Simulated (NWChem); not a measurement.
BSiH$_{5}$; SMILES B[SiH3]

```xyz
7

B     -0.0002     1.4414     0.0171
H      1.0333     2.0676    -0.0097
H     -1.0332     2.0682    -0.0096
Si    -0.0001    -0.5729     0.0075
H      0.0125    -0.9648    -1.4445
H     -1.2206    -1.1791     0.6263
H      1.2105    -1.1780     0.6467
```
Atoms are numbered in this order, from 1.

Results from NWChem. Geometry: optimised at PBE0/def2-SVP. Vertical excitations in the gas phase.

### Question
Estimate the computed values for CAM-B3LYP/def2-SVP, TDA. Quantities: lowest excitation, singlet (eV); oscillator strength of that lowest state; lowest state with f > 0.02, singlet (eV); oscillator strength of that bright state; orbital gap (eV).

### Answer
- lowest excitation, singlet (eV): 4.34
- oscillator strength of that lowest state: 0.006
- lowest state with f > 0.02, singlet (eV): 6.93
- oscillator strength of that bright state: 0.093
- orbital gap (eV): 8.59
